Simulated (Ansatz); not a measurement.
```xyz
14

C     0.0000   -0.4221   -1.9088
C     0.0000    0.4150   -0.6391
C     0.0000   -0.4150    0.6391
C     0.0000    0.4221    1.9088
H     0.0000    0.2073   -2.8119
H     0.8875   -1.0738   -1.9587
H    -0.8875   -1.0738   -1.9587
H    -0.8798    1.0835   -0.6354
H     0.8798    1.0835   -0.6354
H     0.8798   -1.0835    0.6354
H    -0.8798   -1.0835    0.6354
H     0.0000   -0.2073    2.8119
H     0.8875    1.0738    1.9587
H    -0.8875    1.0738    1.9587
```

Basis set: cc-pVDZ (spherical functions). Correlated methods keep 4 orbitals frozen. Charge 0, multiplicity 1.

Computed with Ansatz (development build ahead of 0.2.0); each method stands on the lowest determinant of its kind that the runs found. Restricted open shells among the atoms or ions are ROHF, correlated in semicanonical orbitals with singles.

(1) Give the atomization energy at this shape (free ground-state atoms in the same class of orbitals less the molecule, no zero-point energy) of singlet C₄H₁₀ by RHF-MP2, RHF.

Results:

(1)

| method | atomization energy |
| --- | --- |
| RHF-MP2 | 1226.29 kcal/mol |
| RHF | 995.88 kcal/mol |
